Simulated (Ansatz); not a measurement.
# quartet N: levels of theory in one basis

A single N atom.

Basis set: 6-31G (spherical functions). Correlated methods keep 1 orbital frozen. Correlation on ROHF uses semicanonical orbitals with singles. Charge 0, multiplicity 4.

Computed with Ansatz (development build ahead of 0.2.0); each method stands on the lowest determinant of its kind that the runs found.

```json
{"method": "ROHF", "E − E(ROHF) (eV)": "0.00", "<S²> of the determinant": "3.75"}
{"method": "UHF", "E − E(ROHF) (eV)": "-0.08", "<S²> of the determinant": "3.75"}
{"method": "ROHF-MP2", "E − E(ROHF) (eV)": "-0.79", "<S²> of the determinant": "–"}
{"method": "UHF-MP2", "E − E(ROHF) (eV)": "-0.81", "<S²> of the determinant": "3.75"}
{"method": "ROHF-CCSD", "E − E(ROHF) (eV)": "-1.00", "<S²> of the determinant": "–"}
{"method": "UHF-CCSD", "E − E(ROHF) (eV)": "-1.00", "<S²> of the determinant": "3.75"}
{"method": "ROHF-CCSD(T)", "E − E(ROHF) (eV)": "-1.00", "<S²> of the determinant": "–"}
{"method": "UHF-CCSD(T)", "E − E(ROHF) (eV)": "-1.01", "<S²> of the determinant": "3.75"}
{"method": "UHF-BCCD(T)", "E − E(ROHF) (eV)": "-1.01", "<S²> of the determinant": "3.75"}
{"method": "ROHF-CCSDT", "E − E(ROHF) (eV)": "-1.01", "<S²> of the determinant": "–"}
{"method": "UHF-CCSDT", "E − E(ROHF) (eV)": "-1.01", "<S²> of the determinant": "3.75"}
{"method": "UHF-CCSDT(Q)", "E − E(ROHF) (eV)": "-1.01", "<S²> of the determinant": "3.75"}
{"method": "full CI (lowest root of this spin)", "E − E(ROHF) (eV)": "-1.01", "<S²> of the determinant": "–"}
```

Q: Is a single determinant a sound starting point here?

A: By this sign, yes. Unrestricted orbitals gain 0.08 eV and <S²> is 3.75 against 3.75 for a pure state.
